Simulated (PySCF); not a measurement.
# Energy profile

The step: SiF₂ + H₂O → SiH₂OF₂ ([OH][SiH]([F])[F]); bonds formed: Si1–H4, Si1–O5; bonds broken: H4–O5 (atoms numbered as in the saddle structure below).

```json
{"atom": "Si1", "x (Å)": "-0.3849", "y (Å)": "-0.5838", "z (Å)": "-0.3891"}
{"atom": "F2", "x (Å)": "0.7439", "y (Å)": "-1.6459", "z (Å)": "-0.7545"}
{"atom": "F3", "x (Å)": "-0.3628", "y (Å)": "0.4439", "z (Å)": "-1.6171"}
{"atom": "H4", "x (Å)": "-0.8150", "y (Å)": "-0.0099", "z (Å)": "1.0788"}
{"atom": "O5", "x (Å)": "0.3742", "y (Å)": "0.4203", "z (Å)": "0.9200"}
{"atom": "H6", "x (Å)": "0.4446", "y (Å)": "1.3752", "z (Å)": "0.7617"}
```

Electronic energies by CCSD(T) at an estimated basis limit (MP2 extrapolated from triple and quadruple zeta, plus CCSD(T) − MP2 in triple zeta), on PBE0-D4/def2-TZVP structures; SiH2OF2, closed shell; no counterpoise correction. Program: PySCF 2.14 with density fitting (its default auxiliary sets; JK sets also for MP2 and CCSD(T)). Basis: def2-TZVPP and def2-QZVPP. Cores are frozen in the correlated methods. Extrapolation: Hartree–Fock as exp(−7.88 √X), correlation as X^−2.97.

Task: Give the profile in kJ/mol, counted from the separated reactants. (Judge from chemistry; the value comes from the calculation.)

Result: The calculation gives:
| point | kJ/mol |
| --- | --- |
| separated: SiF2 (linked as [F][Si][F]; Si1, F2, F3; singlet) + H2O (H4, O5, H6; singlet) | 0.0 |
| start structure | -39.4 |
| saddle | 90.3 |
| end structure | -263.5 |

No T1 diagnostic of these runs exceeds 0.015. The restricted Hartree–Fock reference is unstable towards an unrestricted one at one or more of these structures.

Losses and insertions of silylenes and their heavier kin drive the gas-phase chemistry of silicon and germanium vapour deposition.

For scale, one of the runs: CCSD(T)/def2-TZVPP, 163 basis functions, launched by `OMP_NUM_THREADS=4 python run.py`. The run took 2.8 min on 4 CPU threads of an Arm Neoverse V2 (shared host), with 1.6 GiB of host memory at its peak.
